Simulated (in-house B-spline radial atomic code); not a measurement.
The outermost shell (largest non-relativistic mean radius) with and without relativity; Dirac values are averaged over j. Computed with a B-spline radial code for spherical atoms: non-relativistic Hartree-Fock and Dirac-Hartree-Fock, averages of the configuration (point nuclei without relativity, finite nuclei with it).

```
ion      configuration  outermost shell  radius non-relativistic (bohr)  radius Dirac (bohr)  radius change (%)  level non-relativistic (eV)  level Dirac (eV)  spin-orbit splitting (eV)
  V       [Ar] 3d3 4s2               4s                          3.6068               3.5785           -0.78238                       -6.325           -6.3832                          -
 Cr       [Ar] 3d5 4s1               4s                          3.8431               3.7938            -1.2821                       -5.647           -5.7391                          -
 Mn       [Ar] 3d5 4s2               4s                          3.3494               3.3153             -1.017                       -6.840           -6.9231                          -
 Fe       [Ar] 3d6 4s2               4s                          3.2416               3.2046            -1.1414                       -7.078           -7.1761                          -
 Co       [Ar] 3d7 4s2               4s                          3.1441               3.1041            -1.2717                       -7.309           -7.4214                          -
 Ni       [Ar] 3d8 4s2               4s                          3.0551               3.0121            -1.4085                       -7.531           -7.6608                          -
 Cu      [Ar] 3d10 4s1               4s                          3.3311               3.2615            -2.0901                       -6.490           -6.6606                          -
 Zn      [Ar] 3d10 4s2               4s                          2.8977               2.8484            -1.7031                       -7.960           -8.1263                          -
 Ga  [Ar] 3d10 4s2 4p1               4p                          3.4243               3.4226           -0.04723                       -5.674           -5.6364                   0.098205
 Ge  [Ar] 3d10 4s2 4p2               4p                          2.9039               2.8984           -0.18726                       -7.329            -7.296                    0.18095
```
